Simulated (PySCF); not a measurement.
Unrelated species, one level of theory. Method used: PySCF, TDDFT CAM-B3LYP/def2-SVPD, vertical, gas phase, core orbitals frozen in the response. Geometries: PBE0-D3(BJ)/def2-SVP; one conformer of each isolated species. Triplets are in the Tamm–Dancoff approximation. Relativistic effects are left out although some hold elements past zinc. Ions are computed without counter-ions or solvent.

Task: Rank by computed lowest singlet excitation energy, lowest first.
A. `C1C[CH]1[GeH]1[CH2]C=C[CH2]1`
B. `C1C=[CH][GeH]([CH2]CC)[CH]=1`
C. `C[As](C)C`
D. `[SiH3][CH2][GaH2]`
E. `C[B@H-]1[PH2+][B@H-](C)[PH2+]1`
F. `[SiH3]O[SiH2]P`
G. `C[P+](C)(C)C`
H. `[GeH]1([B](F)F)[CH2]C[CH2]1`

Result: B (4.55 eV), D (5.11 eV), H (5.70 eV), E (6.14 eV), F (6.30 eV), C (6.47 eV), A (6.66 eV), G (10.38 eV).

```csv
SMILES,S1 (eV),first f ≥ 0.01 (nm),LUMO (eV),f (S1),HOMO (eV),S1 mainly
CC[CH2][GeH]1[CH]=CC=[CH]1,4.55,273,-0.24,0.055,-7.88,H→L (97%)
[H][Ga]([H])[CH2][SiH3],5.11,178,-0.71,0.009,-9.34,H→L (96%)
F[B](F)[GeH]1[CH2]C[CH2]1,5.70,218,-0.17,0.036,-9.13,H→L (94%)
C[B@H-]1[PH2+][B@H-](C)[PH2+]1,6.14,172,0.60,0.001,-8.69,H→L (83%)
[SiH3]O[SiH2]P,6.30,197,0.60,0.021,-8.81,H→L (56%)
C[As](C)C,6.47,192,1.40,0.042,-7.80,H→L (63%)
C1=C[CH2][GeH]([CH]2CC2)[CH2]1,6.66,176,1.37,0.007,-8.26,H→L (78%)
C[P+](C)(C)C,10.38,119,-3.03,0.084,-16.39,H-2/H-1/H→L (≥94%)
```

H and L stand for HOMO and LUMO. A slash joins orbitals within 0.01 eV of each other, whose weights are summed (≥ marks a lower bound).
